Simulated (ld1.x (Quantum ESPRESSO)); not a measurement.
argon, ultrasoft: configuration errors across variants

ld1.x (Quantum ESPRESSO) 7.5 input, shortened:

```
&input
   title='Ar', zed=18., rel=1, dft='PBE', iswitch=3,
   config='[Ar] 3d-2'
 /
 &inputp
   pseudotype=3, tm=.true., lloc=-1, rcloc=1.00,
   nlcc=.false.
 /
6
3S  1  0   2.00   0.00  0.85  1.05  0.0
3S  1  0   0.00   3.00  0.85  1.05  0.0
3P  2  1   6.00   0.00  0.90  1.20  0.0
3P  2  1   0.00   2.95  0.90  1.20  0.0
3D  3  2  -2.00   0.05  1.05  1.20  0.0
3D  3  2  -2.00   2.35  1.05  1.20  0.0
 &test
   configts(1)='3s2 3p6'
 /
```

All-electron excitation energies from the reference (eV): (1) 3s2 3p5 16.058; (2) 3s2 3p4 44.717; (3) 3s2 3p3 87.301; (4) 3s1 3p6 30.673; (5) 3s2 3p2 144.936; (6) 3s2 3p5.5 6.547.

A true bound ghost makes a file unfit for plane-wave use even where its test errors are small: the radial tests pick states by their node count and pass the ghost by.

Errors AE − PS in meV (a dash: test not solved or not reliable):

```tsv
change	(1)	(2)	(3)	(4)	(5)	(6)	bound ghosts
base	-0.6	+4.8	+30	+14	+101	-0.6	none
waves 3s (bound): rcut 0.85, rcutus 1.60 bohr; 3s channel at 3 Ry: rcut 0.85, rcutus 1.60 bohr	-0.7	+4.4	+28	+15	+95	-0.6	none
core correction a·sin(br)/r model core inside 1.28 bohr	-0.6	+4.4	+27	+12	+89	-0.6	none
local potential all-electron potential smoothed inside 0.80 bohr (lloc = -1)	-1.2	+1.1	+18	+12	+71	-0.7	s
local potential all-electron potential smoothed inside 0.90 bohr (lloc = -1)	-0.6	+4.8	+30	+14	+101	-0.6	none
all radii scaled by about 1.13 (s 1.18, p 1.36, d 1.36 bohr, rcut 0.96/1.02/1.18); local potential all-electron potential smoothed inside 1.14 bohr (lloc = -1)	-0.4	+6.2	+35	+3.5	+112	-0.5	none
augmentation PSQ, inside the norm-conserving radii	-2.1	-2.7	+4.3	-8.4	+28	-1.0	none
type TM; waves now 3s (bound): rc 1.05 bohr; 3p (bound): rc 1.20 bohr; 3d channel at 0.05 Ry: rc 1.20 bohr; local potential the d channel	+5.7	+43	+163	+7.3	+450	+0.7	none
```

Task: Give the same row for: wave 3p channel at 2.95 Ry: rcut 0.90, rcutus 1.20 bohr becomes 3p channel at -0.61 Ry: rcut 0.90, rcutus 1.20 bohr.

Result: 0.0, +7.3, +35, +16, +109, -0.4; bound ghosts: none.
